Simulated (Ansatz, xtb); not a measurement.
# Two isomers of C4H8OS2

We compare I, `S[C@@H]1COC[C@@H]1S`, a singlet, with II, `CSS[C@H](C)C=O`, a singlet. Both are isolated molecules in the gas phase, relaxed with PBE0-D3(BJ)/def2-SVP; each stands in its lowest conformer found.

Quicker runs give these differences E(II) − E(I): GFN2-xTB +3.6 kcal/mol; HF/STO-3G +17.7 kcal/mol (at GFN2-xTB geometries); r2SCAN-D4/def2-SVP −4.9 kcal/mol (at GFN2-xTB geometries).

Problem. Estimate E(II) − E(I) at the level CCSD(T)/def2-SVP + ΔMP2/def2-TZVPP.

Solution. Calculated at CCSD(T)/def2-SVP + ΔMP2/def2-TZVPP: E(II) − E(I) = −7.3 kcal/mol, so structure II lies lower.

How the difference moves with the method:

```tsv
level	geometry	E(II) − E(I) (kcal/mol)	departure from the last row (kcal/mol)	job, with rough time for the two
GFN2-xTB	GFN2-xTB	+3.6	+10.9	optimisation, 0.35 s
HF/STO-3G	GFN2-xTB	+17.7	+25.0	single point, 0.6 s
r2SCAN-D4/def2-SVP	GFN2-xTB	−4.9	+2.4	single point, 3.7 s
PBE0-D3(BJ)/def2-SVP	PBE0-D3(BJ)/def2-SVP	−1.7	+5.6	optimisation, 86 s
HF/def2-SVP	PBE0-D3(BJ)/def2-SVP	−6.9	+0.4	part of the CCSD(T) run
MP2/def2-SVP	PBE0-D3(BJ)/def2-SVP	−2.8	+4.5	part of the CCSD(T) run
CCSD(T)/def2-SVP	PBE0-D3(BJ)/def2-SVP	−3.6	+3.7	single point
CCSD(T)/def2-SVP + ΔMP2/def2-TZVPP	PBE0-D3(BJ)/def2-SVP	−7.3		single point, 86 s
```

As drawn, II has 1 S–S, 1 C=O, 2 C–H in place of 1 C–C, 2 C–O, 2 S–H. Structure I has a 5-membered ring, II no ring.

GFN2-xTB, HF/STO-3G put the two in the other order. The largest departure from CCSD(T)/def2-SVP + ΔMP2/def2-TZVPP is that of HF/STO-3G, 25.0 kcal/mol. The last row adds to CCSD(T) the change of the MP2 difference between the two basis sets, here −3.7 kcal/mol, a large step that makes the value less sure.

With thermal terms from frequencies at re-optimised GFN2-xTB minima (ideal gas, soft modes damped towards free rotors, one conformer each, 298.15 K, 1 atm): on the last row, ΔE + ΔZPE = −6.8, ΔH = −5.4, ΔG = −8.8 kcal/mol.

The correlated steps freeze 15 core orbitals. Run with Ansatz 0.2.0, xtb 6.7.1; the last row on 4 threads of Intel(R) Xeon(R) Platinum 8175M CPU @ 2.50GHz (Skylake/Cascade Lake) on a shared host.
